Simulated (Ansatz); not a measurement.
Reactions of H$_{4}$S$_{3}$Si (`S[SiH](S)S`).

Program: Ansatz. Geometries: PBE0-D4/def2-TZVP. ΔE: electronic, gas phase. CCSD(T)/CBS is the MP2 limit (def2-TZVPP, def2-QZVPP) plus CCSD(T) − MP2 in def2-TZVPP, frozen cores. Small cases extrapolate CCSD(T) itself. No spin–orbit coupling; open shells (•) take unrestricted orbitals. Spin–orbit coupling would lower the free atoms: a little for S, Si. Each species was taken in one conformer, which may not be the lowest.

(1) Order these by ΔE at CCSD(T)/CBS, lowest first. (An estimate is asked.)
A. `S[SiH](S)S` + H₂ → `S[SiH2]S` + H₂S
B. `S[SiH](S)S` + CH₄ → `C[SiH](S)S` + H₂S
C. `S[SiH](S)S` + H–F → `F[SiH](S)S` + H₂S
D. `S[SiH](S)S` → `SS` + `[SiH]S`
E. `S[SiH](S)S` + H₂O → `O[SiH](S)S` + H₂S
F. `S[SiH](S)S` → 4 H• + 3 S• + Si•
G. `S[SiH](S)S` → H₂S + `S[Si]S`

Largest T1 diagnostic: 0.016, for `[SiH]S`.

Extrapolated directly: `S[SiH](S)S` → `SS` + `[SiH]S`; `S[SiH](S)S` → H₂S + `S[Si]S`; `S[SiH](S)S` → 4 H• + 3 S• + Si•.

Answers

(1) C (-17.6 kcal/mol), E (-8.7 kcal/mol), A (+11.2 kcal/mol), B (+14.4 kcal/mol), G (+46.0 kcal/mol), D (+80.5 kcal/mol), F (+577.9 kcal/mol).
